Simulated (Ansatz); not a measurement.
Frontier orbitals of C₄H₆F₂O, SMILES `F[C@@H]1CC[C@H](F)O1`.

Cartesian coordinates in Å:
```
F -1.0798 1.6399 1.2597
C -1.0180 0.8313 0.1515
C 0.3747 0.8910 -0.4719
C 0.8008 -0.5729 -0.5447
C -0.0540 -1.2021 0.5334
F 0.5669 -1.0690 1.7584
O -1.2458 -0.4942 0.5243
H -1.8391 1.1415 -0.4984
H 1.0185 1.4649 0.1950
H 0.3635 1.3836 -1.4433
H 1.8624 -0.7373 -0.3657
H 0.5375 -1.0165 -1.5072
H -0.2874 -2.2603 0.4090
```

The species carries charge 0 and has multiplicity 1. Geometry: relaxed with PBE0-D4/def2-TZVP. Basis def2-TZVPP, the Gaussian-basis code of Ansatz.

| functional | HOMO (eV) | LUMO (eV) | gap (eV) |
| --- | --- | --- | --- |
| PBE | -7.40 | 0.24 | 7.64 |
| B97M-V | -7.94 | 0.40 | 8.34 |
| PBE0 | -9.10 | 1.05 | 10.15 |
| r2SCANh | -8.41 | 1.24 | 9.65 |
| BHLYP | -10.77 | 1.64 | 12.41 |
| ωB97M-V | -11.52 | 2.51 | 14.03 |
| HF | -13.25 | 3.63 | 16.88 |

Against PBE, PBE0 changes HOMO and LUMO by −1.70 and +0.81 eV, ωB97M-V by −4.12 and +2.27 eV. A gap of 7.64 eV thus becomes 14.03 eV for the same molecule, so an orbital gap means little without its functional. A positive LUMO is unbound and depends on the basis.
